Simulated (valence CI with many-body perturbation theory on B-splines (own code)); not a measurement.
# Questions on Sn44+

Calculated by valence CI with perturbative core correlation (CI+MBPT): four valence electrons over a frozen Dirac-Fock core [He], a basis of 9 s, 9 p, 8 d, 6 f, 3 g, 1 h functions for each j, with the one-electron correlation potential Σ1 (screened to all orders), the two-electron term Σ2, the three-electron term Σ3, Breit, model QED; selected single and double excitations, second order for the rest, scaled by the run's own slope (own B-spline code, finite nucleus).

No measured spectrum was set against this ion. As an estimate, large intervals hold to a few tenths of a per cent, small ones and those within an open d or f shell to about a per cent. Among the levels kept, up to 310 cm⁻¹ of a level comes from second order outside the variational space, and about a tenth of that is noise between levels of different J, which matters for small intervals.

Levels are named by their leading jj configuration (3d3/2^4 stands for four electrons in 3d with j = 3/2), which in mixed levels can hold well under half, so a name can repeat and another be missing.

Rates and lifetimes use the calculated energies. Strong lines usually hold to 10 to 20 %, long lifetimes can be off by a factor of two.

What is the ground level?

(2s^2 2p1/2^2) J=0, composition 72 % 2s2 2p2 3P + 28 % 2s2 2p2 1S.

What are the static dipole polarisabilities of the lowest levels?

(2s^2 2p1/2^2) J=0 0.000645 bohr³, of which the core gives 1.28e-06.

What is the ionisation energy?

7544 eV; NIST lists 7531 ± 8 eV (semi-empirical).

Where does the other parity begin?

At (2s 2p1/2^2 2p3/2) J=2, 3219.4 × 10³ cm⁻¹.

Name the longest-lived excited levels whose lifetime is computed, and their main decay.

(2s^2 2p1/2 2p3/2) J=2 at 2002.0 × 10³ cm⁻¹ lives 10.7 μs, mostly by E2 to (2s^2 2p1/2^2) J=0; (2s^2 2p1/2 2p3/2) J=1 at 1883.5 × 10³ cm⁻¹ lives 11.7 ns, mostly by M1 to (2s^2 2p1/2^2) J=0.

How well does LS coupling describe the low levels?

Among the lowest 20 levels the leading LS term, summed over configurations, holds 66 % on average. For single configurations the figures are 65 % in LS and 98 % in jj coupling. Terms mix most in the J = 1 level at 3673.4 × 10³ cm⁻¹, where the leading one holds 39 %.

Among levels below 37224 × 10³ cm⁻¹, which E1 lines absorb most strongly from the ground level?

to (2s^2 2p1/2 3d3/2) J=1 at 0.2801 nm, f = 1.47; to (2s 2p1/2^2 3p3/2) J=1 at 0.2742 nm, f = 0.386; to (2s 2p1/2^2 2p3/2) J=1 at 2.722 nm, f = 0.152.
